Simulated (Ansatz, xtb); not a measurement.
A geometry optimisation of CHS2Se− with r2SCAN-D4/def2-SVPD

The starting geometry of this gas-phase singlet was built from a drawn formula by distance geometry and a force field; its bonds are those of `[S-]SC=[Se]`.

```tsv
atom	x (Å)	y (Å)	z (Å)
C	-0.9476	0.8668	1.1764
S	0.8503	2.9997	1.1032
S	-1.1401	2.5762	0.4996
Se	-0.4362	-0.7164	0.5525
H	-1.2630	0.6625	2.1709
```

Predict what becomes of its bonds when it is optimised with r2SCAN-D4/def2-SVPD.

It keeps its bonds, and is `[S-]SC=[Se]`.

The energy falls by 1.39 eV over 12 steps:

| step | E − E(last) (eV) |
| --- | --- |
| 1 | 1.390 |
| 2 | 1.084 |
| 3 | 0.885 |
| 5 | 0.449 |
| 6 | 0.191 |
| 7 | 0.036 |
| 8 | 0.005 |
| 10 | 0.001 |
| 11 | 0.000 |
| 12 | 0.000 |

Final geometry (Å):

```xyz
5

C    -0.7485    0.7070    1.1229
S     0.1556    3.6145    1.5197
S    -0.4750    2.1385    0.2647
Se   -1.3195   -0.8606    0.3933
H    -0.5491    0.7893    2.2019
```

From the same start GFN2-xTB ends elsewhere, at `[Se-]C1SS1`.

The end wasn't checked by frequencies. Run with Ansatz 0.2.0, 34 s on 2 threads of Intel(R) Xeon(R) Processor @ 2.70GHz, on a shared host.
